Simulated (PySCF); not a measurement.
PySCF input file for VF4, SMILES [F][V]([F])([F])[F] (connectivity only; charge and spin as stated), neutral, multiplicity 2, TDA-PBE/def2-SVPD. The structure is a stationary point at B3LYP-D3(BJ)/def2-SVP. The spin state was assumed, not searched. The isomer is the one that the SMILES or the coordinates give; other isomers of the formula were not compared.

```python
import numpy as np
from pyscf import gto, scf, dft, tdscf

mol = gto.M(
    atom='''
    V     0.00000000    0.00000000   -0.00000000
    F     1.02910553    1.02910554    0.90190083
    F    -1.02910553   -1.02910552    0.90190085
    F     1.02910553   -1.02910554   -0.90190083
    F    -1.02910553    1.02910552   -0.90190085
    ''',
    basis='def2-SVPD',
    charge=0,
    spin=1,
    max_memory=1600,
    verbose=4,
)
mf = dft.UKS(mol, xc='pbe').density_fit(auxbasis='def2-universal-jkfit')
mf.grids.level = 3
mf.conv_tol = 1e-9
mf.max_cycle = 100
mf.kernel()
fine, coarse = mf.grids, dft.Grids(mol).set(level=1).build(with_non0tab=True)
for _ in range(3):  # follow internal instabilities
    mf.grids = coarse
    mo, _, stable, _ = mf.stability(return_status=True, nroots=4)
    mf.grids = fine
    if stable:
        break
    mf.kernel(mf.make_rdm1(mo, mf.mo_occ))
mf.grids = dft.Grids(mol).set(level=1).build(with_non0tab=True)  # coarser grid for the response kernel
td = tdscf.TDA(mf)
td.nstates = 10
td.conv_tol = 1e-4
td.positive_eig_threshold = 1e-6
td.kernel(x0=td.get_init_guess(mf, 15))
td.analyze()
```

Log of the run:

```
PySCF version 2.14.0

[INPUT] verbose = 4
[INPUT] num. atoms = 5
[INPUT] num. electrons = 59
[INPUT] charge = 0
[INPUT] spin (= nelec alpha-beta = 2S) = 1
[INPUT] symmetry False subgroup None
[INPUT] Mole.unit = angstrom
[INPUT] Symbol           X                Y                Z      unit          X                Y                Z       unit  Magmom
[INPUT]  1 V      0.000000000000   0.000000000000   0.000000000000 AA    0.000000000000   0.000000000000   0.000000000000 Bohr   0.0
[INPUT]  2 F      1.029105530000   1.029105540000   0.901900830000 AA    1.944727604975   1.944727623873   1.704345560218 Bohr   0.0
[INPUT]  3 F     -1.029105530000  -1.029105520000   0.901900850000 AA   -1.944727604975  -1.944727586078   1.704345598012 Bohr   0.0
[INPUT]  4 F      1.029105530000  -1.029105540000  -0.901900830000 AA    1.944727604975  -1.944727623873  -1.704345560218 Bohr   0.0
[INPUT]  5 F     -1.029105530000   1.029105520000  -0.901900850000 AA   -1.944727604975   1.944727586078  -1.704345598012 Bohr   0.0

nuclear repulsion = 348.007507572786
number of shells = 48
number of NR pGTOs = 208
number of NR cGTOs = 126
basis = def2-SVPD
ecp = {}


[settings echo left out]
init E= -1342.53959535706
  alpha nocc = 30  HOMO = -0.274943797217527  LUMO = -0.271289228069952
  beta  nocc = 29  HOMO = -0.509004917523414  LUMO = -0.274943797217527

WARN: HOMO -0.274943797217527 >= LUMO -0.274943797217527

cycle= 1 E= -1342.48388932392  delta_E= 0.0557  |g|= 0.652  |ddm|= 1.95
  alpha nocc = 30  HOMO = -0.235500524487579  LUMO = -0.200986097382729
  beta  nocc = 29  HOMO = -0.276811150735001  LUMO = -0.225915845764072
  HOMO = -0.235500524488  LUMO = -0.225915845764  gap/eV = 0.26081
cycle= 2 E= -1337.82062598753  delta_E= 4.66  |g|= 4.13  |ddm|= 1.92
  alpha nocc = 30  HOMO = -0.135237019045836  LUMO = -0.0734100698739559
  beta  nocc = 29  HOMO = -0.326100770114023  LUMO = -0.113141110216198
  HOMO = -0.135237019046  LUMO = -0.113141110216  gap/eV = 0.60126
cycle= 3 E= -1342.56791190068  delta_E= -4.75  |g|= 0.406  |ddm|= 1.56
  alpha nocc = 30  HOMO = -0.233546795515973  LUMO = -0.169114282183978
  beta  nocc = 29  HOMO = -0.392237571546378  LUMO = -0.20983953937363
  HOMO = -0.233546795516  LUMO = -0.209839539374  gap/eV = 0.64511
cycle= 4 E= -1342.60958059398  delta_E= -0.0417  |g|= 0.192  |ddm|= 0.31
  alpha nocc = 30  HOMO = -0.214412585735577  LUMO = -0.147133594533525
  beta  nocc = 29  HOMO = -0.388593555615841  LUMO = -0.187591993096778
  HOMO = -0.214412585736  LUMO = -0.187591993097  gap/eV = 0.72983
cycle= 5 E= -1342.62349082543  delta_E= -0.0139  |g|= 0.00711  |ddm|= 0.0981
  alpha nocc = 30  HOMO = -0.215130543824156  LUMO = -0.14680408247198
  beta  nocc = 29  HOMO = -0.389319546506062  LUMO = -0.187193754907856
  HOMO = -0.215130543824  LUMO = -0.187193754908  gap/eV = 0.76020
cycle= 6 E= -1342.62350932526  delta_E= -1.85e-05  |g|= 0.00126  |ddm|= 0.00542
  alpha nocc = 30  HOMO = -0.215228617962674  LUMO = -0.14670430484764
  beta  nocc = 29  HOMO = -0.389403812830085  LUMO = -0.187119591650512
  HOMO = -0.215228617963  LUMO = -0.187119591651  gap/eV = 0.76489
cycle= 7 E= -1342.623510065  delta_E= -7.4e-07  |g|= 0.000239  |ddm|= 0.00127
  alpha nocc = 30  HOMO = -0.215264411140071  LUMO = -0.146682402135185
  beta  nocc = 29  HOMO = -0.389433564784302  LUMO = -0.187101905137717
  HOMO = -0.21526441114  LUMO = -0.187101905138  gap/eV = 0.76634
cycle= 8 E= -1342.62351012864  delta_E= -6.36e-08  |g|= 2.79e-05  |ddm|= 0.000512
  alpha nocc = 30  HOMO = -0.215266611192727  LUMO = -0.146682184597048
  beta  nocc = 29  HOMO = -0.38943437417419  LUMO = -0.187093257930902
  HOMO = -0.215266611193  LUMO = -0.187093257931  gap/eV = 0.76664
cycle= 9 E= -1342.62351012938  delta_E= -7.41e-10  |g|= 1.82e-05  |ddm|= 6.66e-05
  alpha nocc = 30  HOMO = -0.215258282382791  LUMO = -0.146674169295645
  beta  nocc = 29  HOMO = -0.389435846938121  LUMO = -0.187085746888151
  HOMO = -0.215258282383  LUMO = -0.187085746888  gap/eV = 0.76661
Extra cycle  E= -1342.62351012683  delta_E= 2.55e-09  |g|= 8.53e-05  |ddm|= 5.29e-05
converged SCF energy = -1342.62351012683  <S^2> = 0.75316115  2S+1 = 2.0031587
tot grids = 28760
uhf_internal: lowest eigs of H = [0.01007734 0.09686999 0.09687104 0.1384652 ]
<class 'pyscf.df.df_jk.DFUKS'> wavefunction is stable in the internal stability analysis
tot grids = 28760
Overwritten attributes  positive_eig_threshold  of <class 'pyscf.tdscf.uks.TDA'>


******** <class 'pyscf.tdscf.uks.TDA'> for <class 'pyscf.df.df_jk.DFUKS'> ********
nstates = 10
deg_eia_thresh = 1.000e-03
wfnsym = None
conv_tol = 0.0001
eigh lindep = 1e-12
eigh level_shift = 0
eigh max_cycle = 100


Excitation energies (eV)
[0.21855612 1.58141573 1.58141573 1.9358787  4.93882209 4.96021327
 5.0117079  5.0117079  5.50322964 5.50322965]

** Excitation energies and oscillator strengths **
Excited State   1:      0.21856 eV   5672.88 nm  f=0.0000
      30a ->   31a     -0.99839
Excited State   2:      1.58142 eV    784.01 nm  f=0.0003
      30a ->   32a     -0.99440
Excited State   3:      1.58142 eV    784.01 nm  f=0.0003
      30a ->   33a     -0.99440
Excited State   4:      1.93588 eV    640.45 nm  f=0.0018
      30a ->   34a     -0.99598
Excited State   5:      4.93882 eV    251.04 nm  f=0.0000
      30a ->   35a      0.99935
Excited State   6:      4.96021 eV    249.96 nm  f=0.0029
      29a ->   31a     -0.87517
      27b ->   30b     -0.46494
Excited State   7:      5.01171 eV    247.39 nm  f=0.0017
      27a ->   31a     -0.29387
      28a ->   31a      0.90548
      28b ->   30b      0.10600
      29b ->   30b     -0.25086
Excited State   8:      5.01171 eV    247.39 nm  f=0.0017
      27a ->   31a      0.90548
      28a ->   31a      0.29387
      28b ->   30b     -0.25086
      29b ->   30b     -0.10600
Excited State   9:      5.50323 eV    225.29 nm  f=0.0006
      24a ->   31a     -0.55507
      25a ->   31a     -0.16541
      28a ->   31a      0.19495
      28b ->   30b      0.23540
      29b ->   30b      0.73707
Excited State  10:      5.50323 eV    225.29 nm  f=0.0006
      24a ->   31a     -0.16541
      25a ->   31a      0.55507
      27a ->   31a     -0.19495
      28b ->   30b     -0.73707
      29b ->   30b      0.23540

** Transition electric dipole moments (AU) **
state          X           Y           Z        Dip. S.      Osc.
  1        -0.0000     -0.0000      0.0000      0.0000      0.0000
  2         0.0621     -0.0522     -0.0000      0.0066      0.0003
  3        -0.0522     -0.0621     -0.0000      0.0066      0.0003
  4        -0.0000     -0.0000      0.1975      0.0390      0.0018
  5        -0.0000     -0.0000     -0.0000      0.0000      0.0000
  6         0.0000     -0.0000     -0.1540      0.0237      0.0029
  7         0.1062     -0.0486      0.0000      0.0136      0.0017
  8        -0.0486     -0.1062      0.0000      0.0136      0.0017
  9         0.0282     -0.0610     -0.0000      0.0045      0.0006
 10         0.0610      0.0282      0.0000      0.0045      0.0006

** Transition velocity dipole moments (imaginary part, AU) **
state          X           Y           Z        Dip. S.      Osc.
  1         0.0000     -0.0000      0.0000      0.0000      0.0000
  2         0.0073     -0.0061      0.0000      0.0001      0.0010
  3        -0.0061     -0.0073      0.0000      0.0001      0.0010
  4        -0.0000     -0.0000      0.0106      0.0001      0.0011
  5        -0.0000     -0.0000     -0.0000      0.0000      0.0000
  6         0.0000      0.0000      0.0083      0.0001      0.0003
  7        -0.0049      0.0022     -0.0000      0.0000      0.0001
  8         0.0022      0.0049     -0.0000      0.0000      0.0001
  9         0.0014     -0.0030      0.0000      0.0000      0.0000
 10         0.0030      0.0014     -0.0000      0.0000      0.0000

** Transition magnetic dipole moments (imaginary part, AU) **
state          X           Y           Z
  1        -0.0000     -0.0000     -0.0000
  2         0.8700      0.7318      0.0000
  3        -0.7318      0.8700      0.0000
  4        -0.0000      0.0000     -0.0000
  5         0.0000      0.0000      0.0000
  6        -0.0000     -0.0000     -0.0000
  7        -0.1816     -0.0830     -0.0000
  8         0.0830     -0.1816     -0.0000
  9        -0.1589     -0.3437     -0.0000
 10        -0.3437      0.1589      0.0000
```

The calculation finished and met its thresholds.
